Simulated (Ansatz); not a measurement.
`N[SiH2]BF` + `B[Si](O)(F)[SiH3]` → `N[SiH]([SiH3])BF` + `B[SiH](O)F`  (redistribution)

Calculated with Ansatz (gas phase, PBE0-D4/def2-TZVP geometries, no zero-point term in ΔE). CCSD(T)/CBS is the MP2 limit (def2-TZVPP, def2-QZVPP) plus CCSD(T) − MP2 in def2-TZVPP, frozen cores. DFT in def2-TZVPP. B3LYP here is the variant with VWN-RPA as its local correlation; programs differ in this. Each species was taken in one conformer, which may not be the lowest.

```
             level  ΔE (kJ/mol)  difference from CCSD(T)/CBS
            PBE-D4        -10.9                          0.6
         r2SCAN-D4        -11.6                         -0.1
           PBE0-D4        -11.0                          0.5
          B3LYP-D4         -9.8                          1.7
           ωB97M-V        -10.7                          0.8
            B2PLYP        -10.9                          0.6
     HF/def2-TZVPP         -8.7                          2.8
SCS-MP2/def2-TZVPP        -12.2                         -0.7
      HF/CBS(def2)         -8.7                          2.8
     MP2/CBS(def2)        -13.3                         -1.8
       CCSD(T)/CBS        -11.5                            0
```

Largest T1 diagnostic among the species: 0.014.
